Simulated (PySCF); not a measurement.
Bi(F)3 anion (BiF3), SMILES [F][Bi]([F])[F] (connectivity only; charge and spin as stated), charge -1, multiplicity 2.

Geometry: B3LYP-D3(BJ)/def2-SVPD. The multiplicity is an assumed one; other spin states were not compared. The isomer is the one that the SMILES or the coordinates give; other isomers of the formula were not compared. The def2 effective core potentials stand for the cores of Bi; spin–orbit coupling is left out.

The numbers are results of r2SCAN/def2-TZVPD (PySCF), not measurements.

Question: Estimate the frontier levels, dipole moment and polarisability. (The exact figures need the calculation; the answer reports its results.)

Answer: 
```yaml
"α spin, highest occupied and lowest empty level": -0.34 and 2.96 eV
"β spin, highest occupied and lowest empty level": -2.49 and 1.42 eV
dipole_moment_about_the_centre_of_nuclear_charge: 0.00 D
mean_static_polarisability: 63.3 bohr³ (9.38 Å³)
polarisability_principal_values: 61.7, 64.1, 64.1 bohr³
"⟨S²⟩": 0.754 (pure state 0.75)
```
